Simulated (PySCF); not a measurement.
B(CN)3: computed shieldings and shifts

B(CN)3, C3BN3, point group D3h.

Geometry:
| atom | x (Å) | y (Å) | z (Å) |
| --- | --- | --- | --- |
| B1 | 0.012 | -0.013 | -0.011 |
| C2 | 1.541 | -0.004 | -0.013 |
| N3 | 2.701 | 0.003 | -0.015 |
| C4 | -0.762 | 1.305 | -0.028 |
| N5 | -1.348 | 2.307 | -0.042 |
| C6 | -0.741 | -1.344 | 0.011 |
| N7 | -1.311 | -2.355 | 0.028 |

GIAO calculations in PySCF on the PBE0-D3(BJ)/def2-SVP structure: isolated species, non-relativistic, equivalent atoms averaged; basis pcSseg-1.

(1) Give the isotropic shieldings (ppm) with B3LYP, PBE0.

(2) And the chemical shifts, against references computed in the same way?

(3) Which part of the shielding of N3/N5/N7 depends on the functional?

(4) What couplings does B3LYP/pcJ-1 give?

## Answers

(1) 
| atoms | environment | B3LYP | PBE0 |
| --- | --- | --- | --- |
| N3/N5/N7 | nitrogen bonded to C | -148.1 | -144.4 |
| C2/C4/C6 | carbon bonded to B, N | 51.5 | 55.4 |
| B1 | boron bonded to 3 C | 78.5 | 81.1 |
| HOMO–LUMO gap (eV) | – | 5.31 | 5.74 |

(2) 
```csv
atoms,"nucleus, reference",B3LYP,PBE0
N3/N5/N7,"15N, NH3",411.6,410.1
C2/C4/C6,"13C, TMS",127.8,129.1
B1,"11B, BF3·OEt2",19.3,19.7
```

(3) Diamagnetic: B3LYP 335, PBE0 334 ppm; paramagnetic: B3LYP -483, PBE0 -478 ppm. The diamagnetic part, set mainly by inner electrons, hardly moves; the paramagnetic part goes with low-lying magnetically allowed excitations and carries the spread.

(4) 1J(B1,C2) = 109.8, 1J(C2,N3) = -16.7, 2J(C2,C4) = 3.7, 2J(B1,N3) = -2.4 Hz (averaged over equivalent pairs; isotopes 11B, 13C, 15N).

Experimental scales use liquid or dissolved standards, which lie at an offset from isolated NH3 (liquid NH3: subtract about 20 ppm). Unscaled 15N shifts of sp2 nitrogen come out 20 to 40 ppm too high even then.
